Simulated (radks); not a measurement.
Task: Sb+, configuration [Kr] 4d10 5s2 5p2. Calculated with a radial shooting solver on a logarithmic mesh with Libxc functionals: scalar-relativistic Kohn-Sham, PBE, spin-polarised, spherical densities, point nucleus; open shells are filled with parallel spins first (spin-orbit coupling, left out, can overturn this in heavy ions); hard spherical wall at 2.5 bohr. Some entries of the table are withheld. Estimate them.

orbital  occ.  eigenvalue (hartree)  r(max) (bohr)  <r^2> (bohr^2)
1s up       1             -1112.980        0.01835        0.001094
1s down     1             -1112.971        0.01835        0.001094
2s up       1             -168.7845         0.1037         0.01773
2s down     1             -168.7805         0.1037         0.01773
2p up       3             -151.4477        0.08305         0.01401
2p down     3             -151.4408        0.08306         0.01401
3s up       1             -32.58519         0.3000          0.1250
3s down     1             -32.57787         0.3000          0.1250
3p up       3             -26.93582         0.2935          0.1256
3p down     3             -26.92745         0.2936          0.1256
3d up       5             -18.31325         0.2444          0.1109
3d down     5             -18.30510         0.2445          0.1109
4s up       1              -4.95549         0.7249          0.7198
4s down     1              -4.93825         0.7255          0.7190
4p up       3              -3.24543         0.7662          0.8491
4p down     3              -3.22764         0.7669          0.8455
4d up       5              -0.76716         0.8578           1.197
4d down     5              -0.74054         0.8575           1.179
5s up       1               0.41034          1.624           2.532
5s down     1               0.50034          1.616           2.518
5p up       2               1.07634          1.698           2.617
5p down     0               1.16981          1.693           2.610
4f up       0               1.62995          1.369             (1)
4f down     0               1.68594          1.318             (2)
5d up       0                   (3)          1.804           2.577
5d down     0                   (4)          1.802           2.589
6s up       0                   (5)          2.042           2.590
6s down     0                   (6)          2.042           2.601

Result: 
(1) 4f up <r^2> (bohr^2): 1.944
(2) 4f down <r^2> (bohr^2): 1.901
(3) 5d up eigenvalue (hartree): 2.29607
(4) 5d down eigenvalue (hartree): 2.38459
(5) 6s up eigenvalue (hartree): 5.07161
(6) 6s down eigenvalue (hartree): 5.12176
